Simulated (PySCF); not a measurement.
Geometry:
| atom | x (Å) | y (Å) | z (Å) |
| --- | --- | --- | --- |
| Si1 | 0.063 | 0.596 | -0.107 |
| C2 | -0.069 | 0.637 | 1.766 |
| C3 | -0.803 | 1.520 | 2.455 |
| H4 | 0.453 | -0.142 | 2.339 |
| H5 | -1.362 | 2.321 | 1.957 |
| H6 | -0.891 | 1.486 | 3.547 |
| C7 | 1.873 | 0.466 | -0.571 |
| C8 | 2.885 | 0.576 | 0.298 |
| H9 | 2.115 | 0.323 | -1.634 |
| H10 | 2.711 | 0.731 | 1.369 |
| H11 | 3.934 | 0.525 | -0.015 |
| C12 | -0.713 | 2.150 | -0.807 |
| C13 | -1.468 | 2.153 | -1.912 |
| H14 | -0.519 | 3.110 | -0.311 |
| H15 | -1.678 | 1.223 | -2.454 |
| H16 | -1.900 | 3.071 | -2.327 |
| N17 | -0.746 | -0.750 | -0.856 |
| C18 | -0.214 | -2.093 | -0.948 |
| C19 | -0.515 | -2.981 | 0.252 |
| H20 | -1.762 | -0.730 | -0.820 |
| H21 | -0.593 | -2.579 | -1.866 |
| H22 | 0.878 | -2.019 | -1.081 |
| H23 | -0.078 | -2.563 | 1.172 |
| H24 | -0.111 | -3.996 | 0.111 |
| H25 | -1.601 | -3.071 | 0.414 |

Geometry: PBE0-D3(BJ)/def2-SVP; GIAO shifts from PySCF 2.14.0 with density-fitted response routines, gas phase, non-relativistic, averaged over equivalent atoms.

At B3LYP/pcSseg-1 (252 basis functions, 67 s wall time on 1 thread of an Arm Neoverse V1, shared host):
```tsv
atoms	δ (ppm)
Si1	-26.5
C2/C7/C12	146.2
C3/C8/C13	143.4
C18	41.8
C19	25.3
H4/H9/H14	6.30
H5/H6/H10/H11/H15/H16	6.18
H21/H22	2.84
H23/H24/H25	1.02
H20	-0.16
N17	52.9
```

Scale: 29Si (σref 337.86) and 13C (σref 179.24) and 1H (σref 31.38) against TMS; 15N (σref 263.54) vs NH3 (reference shieldings calculated alike).

Task: Predict the values at PBE0/pcSseg-1 on the same geometry.

Result: 
```
                atoms  δ at PBE0/pcSseg-1  change
                  Si1               -24.0    +2.5
            C2/C7/C12               145.3    -0.9
            C3/C8/C13               144.8    +1.4
                  C18                40.3    -1.5
                  C19                24.5    -0.8
            H4/H9/H14                6.42   +0.12
H5/H6/H10/H11/H15/H16                6.33   +0.15
              H21/H22                2.82   -0.02
          H23/H24/H25                1.01   -0.01
                  H20               -0.14   +0.02
                  N17                48.1    -4.8
```

δ = σ(ref) − σ, references computed at the same level: 29Si (σ = 351.99 ppm) and 13C (σ = 184.41 ppm) and 1H (σ = 31.27 ppm) against TMS; 15N (σ = 265.67 ppm) vs NH3.

The largest change is at N17 (nitrogen bonded to C, Si, H). Cost: 252 basis functions, 89 s wall time on 1 thread of an Arm Neoverse V1, shared host. The order of the carbon signals is the same at both levels.

Experimental scales use liquid or dissolved standards, which lie at an offset from isolated NH3 (liquid NH3: subtract about 20 ppm).
